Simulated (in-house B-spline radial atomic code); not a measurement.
Configurations of Ar⁸⁺, with energies counted from [He] 2s2 2p6. Method: Dirac-Hartree-Fock, average of configuration, Fermi nucleus of rms radius 3.4274 fm. Calculated with a B-spline radial code for spherical atoms. Energies include first-order Breit, QED and recoil terms.

Occupations are held fixed; configurations that lie above the ionisation limit could autoionise.

```json
{"configuration": "[He] 2s2 (2p1/2)2 (2p3/2)3 (3d5/2)1", "E - E(ref) (eV)": "292.52", "highest orbital": "3d5/2", "its <r> (bohr)": "1.078"}
{"configuration": "[He] 2s2 (2p1/2)1 (2p3/2)4 (4d3/2)1", "E - E(ref) (eV)": "351.61", "highest orbital": "4d3/2", "its <r> (bohr)": "2.223"}
{"configuration": "[He] 2s2 (2p1/2)1 (2p3/2)4 (5d5/2)1", "E - E(ref) (eV)": "377.55", "highest orbital": "5d5/2", "its <r> (bohr)": "3.685"}
{"configuration": "[He] 2s2 (2p1/2)2 (2p3/2)3 (6g7/2)1", "E - E(ref) (eV)": "390.33", "highest orbital": "6g7/2", "its <r> (bohr)": "4.888"}
{"configuration": "[He] 2s1 2p6 (4p3/2)1", "E - E(ref) (eV)": "418.03", "highest orbital": "4p3/2", "its <r> (bohr)": "2.196"}
{"configuration": "[He] 2s1 2p6 (6f7/2)1", "E - E(ref) (eV)": "467.48", "highest orbital": "6f7/2", "its <r> (bohr)": "5.318"}
```

Q: Order these further configurations by energy, lowest first.
A. [He] 2s1 2p6 (5g7/2)1
B. [He] 2s2 (2p1/2)2 (2p3/2)3 (4p1/2)1
C. [He] 2s2 (2p1/2)1 (2p3/2)4 4s1
D. [He] 2s2 (2p1/2)1 (2p3/2)4 3s1
E. [He] 2s2 (2p1/2)1 (2p3/2)4 5s1

A: D (253.01 eV), C (336.05 eV), B (340.49 eV), E (370.19 eV), A (454.07 eV).

Q: How far above the reference does [He] 2s1 2p6 (6d3/2)1 lie?

A: 466.67 eV; its least bound orbital is 6d3/2 with <r> = 5.496 bohr.
